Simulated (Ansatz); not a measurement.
Basis-set series for F2HOSn (`[O][SnH]([F])[F]`) radical. The species carries charge 0 and has multiplicity 2. Sn: def2 effective core potential. Geometry: relaxed with PBE0-D4/def2-TZVP.

| functional | basis | functions | energy (Eh) | HOMO (eV) | LUMO (eV) |
| --- | --- | --- | --- | --- | --- |
| PBE0-D4 | def2-SVP | 73 | -489.28398 | -9.40 | -4.79 |
| PBE0-D4 | def2-QZVPP | 283 | -489.67602 | -9.69 | -5.03 |
| ωB97M-V | def2-SVP | 73 | -489.42383 | -11.85 | -2.45 |
| ωB97M-V | def2-QZVPP | 283 | -489.82306 | -12.18 | -2.83 |

(1) Give the rows for def2-TZVPP. (Best estimate.)

## Answers

(1) The calculation gave: 
```
functional       basis  functions  energy (Eh)  HOMO (eV)  LUMO (eV)
   PBE0-D4  def2-TZVPP        157   -489.65672      -9.65      -5.00
   ωB97M-V  def2-TZVPP        157   -489.80472     -12.14      -2.78
```

HOMO and LUMO are taken over both spins.

Results of the Gaussian-basis code of Ansatz.
